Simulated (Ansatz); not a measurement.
CH₅AlOSi, SMILES `[SiH3][Al]1[CH2][O]1`, relaxed with RKS PBE-D4/def2-SVP in the Gaussian-basis code of Ansatz from a rough embedded geometry. The force threshold is 0.03 eV/Å; the program also tests the step.

The species carries charge 0 and has multiplicity 1.

Start:

```xyz
9

Si   -0.035   -0.241   -1.889
Al    0.367    0.573    0.219
C    -0.143    0.186    2.021
O     1.247    0.552    1.869
H     0.562   -1.606   -2.077
H    -1.525   -0.368   -2.158
H     0.515    0.659   -2.941
H    -0.308   -0.795    2.328
H    -0.680    1.040    2.628
```

```
step  energy (eV)  largest force (eV/Å)  largest move (Å)
   1  -17619.8539                 3.675             0.000
   2  -17620.3821                 1.394             0.194
   3  -17620.5275                 0.291             0.192
   4  -17620.5740                 0.224             0.119
   5  -17620.6167                 0.134             0.200
   6  -17620.6351                 0.288             0.141
   7  -17620.6382                 0.344             0.075
   8  -17620.6412                 0.049             0.021
   9  -17620.6413                 0.046             0.013
  10  -17620.6415                 0.017             0.008
```

End:

```xyz
9

Si   -0.069   -0.292   -2.074
Al   -0.114    0.029    0.345
C    -0.127    0.265    2.259
O     1.103    0.542    1.508
H     0.594   -1.609   -2.379
H    -1.467   -0.321   -2.629
H     0.702    0.815   -2.743
H    -0.047   -0.586    2.968
H    -0.575    1.157    2.746
```

It took 18 s on 2 threads of an Arm Neoverse V1 on a shared host, with 0.15 GiB of host memory at the peak.
